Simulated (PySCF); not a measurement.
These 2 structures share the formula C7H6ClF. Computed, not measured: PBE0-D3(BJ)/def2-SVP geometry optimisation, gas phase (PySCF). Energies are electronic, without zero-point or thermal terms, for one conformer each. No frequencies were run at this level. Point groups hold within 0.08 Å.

Problem. Rank from lowest to highest electronic energy at this level (kcal/mol).
A. `[F:1][CH2:2][c:3]1[cH:4][cH:5][c:6]([Cl:7])[cH:8][cH:9]1` with F1–C2–C3–C4 -1°
B. 2-chloro-6-fluorotoluene, `Cc1c(F)cccc1Cl`

Solution. B (0.0), A (6.8).

```csv
SMILES,E (Eh),E rel (kcal/mol),dipole (D),point group,"A, B, C (MHz)"
Cc1c(F)cccc1Cl,-829.43899,0.0,0.84,Cs,"2234, 1165, 769.4"
FCc1ccc(Cl)cc1,-829.42815,6.8,1.75,Cs,"4680, 654.4, 576.2"
```

Problem. As an exercise, what shares would exp(−E/RT) give at 1000 K from these electronic energies alone (no entropy, no degeneracies)?

Solution. RT = 1.987 kcal/mol: Cc1c(F)cccc1Cl 96.8 %, FCc1ccc(Cl)cc1 3.2 %.
